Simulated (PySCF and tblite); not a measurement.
The numbers below are computed, except where a source is named.
4 diastereomers of C₈H₁₃F, numbered alike:

```json
{"isomer": "A", "SMILES": "[CH3:1][C@H:2]1[CH2:3][C@@H:4]2[CH2:5][C@@H:6]2[CH2:7][C@@H:8]1[F:9]", "descriptors (one enantiomer)": "2S, 4S, 6R, 8S"}
{"isomer": "B", "SMILES": "[CH3:1][C@@H:2]1[CH2:3][C@@H:4]2[CH2:5][C@@H:6]2[CH2:7][C@@H:8]1[F:9]", "descriptors (one enantiomer)": "2R, 4S, 6R, 8S"}
{"isomer": "C", "SMILES": "[CH3:1][C@H:2]1[CH2:3][C@@H:4]2[CH2:5][C@H:6]2[CH2:7][C@@H:8]1[F:9]", "descriptors (one enantiomer)": "2S, 4S, 6S, 8S"}
{"isomer": "D", "SMILES": "[CH3:1][C@@H:2]1[CH2:3][C@@H:4]2[CH2:5][C@H:6]2[CH2:7][C@@H:8]1[F:9]", "descriptors (one enantiomer)": "2R, 4S, 6S, 8S"}
```

Each isomer is a Boltzmann average at 298.15 K over at most 2 conformers: GFN2-xTB geometries, energies PBE0/pcSseg-1 (D3(BJ) added where defined), GFN2-xTB thermal terms. Programs: PySCF with density fitting and tblite.

**Question.** Rank the isomers by free energy at 298.15 K.

**Answer.** 
```tsv
isomer	ΔG (kcal/mol)	ΔE, lowest conformer	conformers	largest weight %	rms dipole (D)
A	0.0	0.0	2	82	1.86
B	0.4	0.1	2	99	1.76
C	32.0	32.0	1	100	1.64
D	33.6	33.4	1	100	1.60
```

ΔG is for one enantiomer.

**Question.** If they could interconvert freely, what would the mixture hold (chiral isomers as racemates)?

**Answer.** A 66 %, B 34 %, C 0 %, D 0 %. A racemate gains RT ln 2.

The cap on conformers cut off some of the population, so the set may be incomplete.
